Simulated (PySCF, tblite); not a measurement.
Compound: C2H13FSSi4.
Z-matrix (Å and degrees, GFN2-xTB geometry), rows numbered from 1:
```
F 
C   1  1.3833
Si  2  1.9436  1  109.90
Si  3  2.3395  2  106.21  1  -176.38
Si  3  2.3417  2  106.61  1    50.15
C   3  1.9244  2  101.68  1   -63.22
S   6  1.8321  3  108.35  2  -179.28
Si  7  2.1396  6   99.76  3   179.67
H   2  1.0918  1  106.20  3   121.02
H   2  1.0928  1  106.15  3  -123.84
H   4  1.4681  3  114.47  2    75.78
H   4  1.4682  3  110.54  2   -43.75
H   4  1.4618  3  111.43  2  -162.80
H   5  1.4661  3  114.17  2   -48.70
H   5  1.4636  3  111.14  2  -170.51
H   5  1.4684  3  109.33  2    70.96
H   6  1.0889  3  112.14  2    61.92
H   6  1.0897  3  112.63  2   -60.54
H   8  1.4602  7  107.38  6   -58.28
H   8  1.4505  7  103.81  6  -178.58
H   8  1.4593  7  107.99  6    60.57
```

Computed, not measured: PBE0/pcSseg-1 in PySCF (dipole) on a GFN2-xTB geometry, gas phase.

Masses are those of the commonest isotopes; rigid-rotor values at the optimised geometry. The values belong to one conformer with, in the numbering `[F:1][CH2:2][Si:3]([SiH3:4])([SiH3:5])[CH2:6][S:7][SiH3:8]`, F1–C2–Si3–Si4 -176°, C2–Si3–C6–S7 -179°, Si3–C6–S7–Si8 180°.

(1) Give the principal moments of inertia and the rotational constants in MHz.

(2) Classify the top.

(3) Is it planar, by Δ = Ic − Ia − Ib?

(4) Give the other two planar moments, Paa and Pbb, and the rms extents of the mass along the axes.

(5) Which types of transition are allowed, and where do some lines up to J = 5 fall?

## Answers

(1) Ia = 552.62, Ib = 1101.39, Ic = 1209.01 u·Å²; 505379 MHz·u·Å²/I gives A = 914.5, B = 458.9, C = 418.0 MHz.

(2) An asymmetric top. Ray's parameter κ = (2B − A − C)/(A − C) = -0.835; −1 is the prolate and +1 the oblate limit.

(3) Not planar: Δ = Ic − Ia − Ib = -445.00 u·Å². For a rigid frame Δ = −2 Σ m c², so Σ m c² = 222.50 u·Å² lies off the ab plane: 34.69 from hydrogen and 187.81 from heavier atoms. The atom farthest from that plane is 2.97 Å away.

(4) Paa = Σ m a² = (Ib + Ic − Ia)/2 = 878.88 and Pbb = Σ m b² = (Ia + Ic − Ib)/2 = 330.12 u·Å². With the mass M = 199.98 u, the rms extents √(P/M) along a, b and c are 2.10, 1.28, 1.05 Å.

(5) The dipole components are |μa| = 0.34 D, |μb| = 0.57 D, |μc| = 1.28 D. The squared components, which scale the intensities, stand as 0.07 : 0.20 : 1.00 (a : b : c). Some lines, for components of 0.1 D or more:

| type | branch | J(Ka,Kc) | MHz | lower level (cm⁻¹) |
| --- | --- | --- | --- | --- |
| c | Q | 1(1,1) ← 1(0,1) | 456 | 0.029 |
| a | Q | 5(1,4) ← 5(1,5) | 610 | 0.444 |
| b | Q | 3(1,2) ← 3(0,3) | 610 | 0.175 |
| b | Q | 4(1,3) ← 4(0,4) | 712 | 0.291 |
| c | Q | 3(2,2) ← 3(1,2) | 1307 | 0.195 |
| a | R | 2(1,1) ← 1(1,0) | 1795 | 0.046 |
| b | R | 4(1,3) ← 3(2,2) | 2276 | 0.239 |
| c | R | 2(1,1) ← 1(0,1) | 2291 | 0.029 |
| b | Q | 3(3,1) ← 3(2,2) | 2382 | 0.239 |
| b | R | 5(1,4) ← 4(2,3) | 3245 | 0.356 |
| b | Q | 4(4,1) ← 4(3,2) | 3328 | 0.436 |
| a | R | 5(1,5) ← 4(1,4) | 4272 | 0.301 |
| b | R | 4(2,2) ← 3(1,3) | 5096 | 0.187 |
| b | R | 5(2,4) ← 4(1,3) | 5608 | 0.315 |
| c | R | 5(2,3) ← 4(1,3) | 5696 | 0.315 |
| c | R | 5(3,2) ← 4(2,2) | 6746 | 0.357 |
| c | R | 4(4,1) ← 3(3,1) | 6840 | 0.318 |

Its GFN2-xTB frequencies are all real (lowest 22 cm⁻¹). These are rigid-rotor constants of the computed structure; measured ground-state constants (B0) also hold zero-point vibration. A rigid rotor knows nothing of internal rotation, which can split or shift real lines.
